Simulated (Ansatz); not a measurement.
`[SiH3]S[SiH2]Cl` + `C[SiH](F)CN` → `NC[SiH2]S[SiH3]` + `C[SiH](F)Cl`  (redistribution)

Gas-phase electronic energies from Ansatz, PBE0-D4/def2-TZVP geometries. CBS: MP2 limit from def2 TZ/QZ plus the TZ coupled-cluster correction, frozen cores. DFT in def2-TZVPP. B3LYP here is the variant with VWN-RPA as its local correlation; programs differ in this. One conformer a species, not always the lowest.

```
         level  ΔE (eV)
      B3LYP-D4    -0.09
MP2/def2-QZVPP    -0.08
```

What does CCSD(T)/CBS give? (An estimate is asked.)

The calculation gave: -0.08 eV. The listed levels differ from it by -0.01, 0.00 eV.

Largest T1 diagnostic among the species: 0.011.

In def2-TZVPP, CCSD(T) changes the Hartree–Fock value by −0.05 eV (the triples alone add −0.01 eV) and MP2 by −0.05 eV.
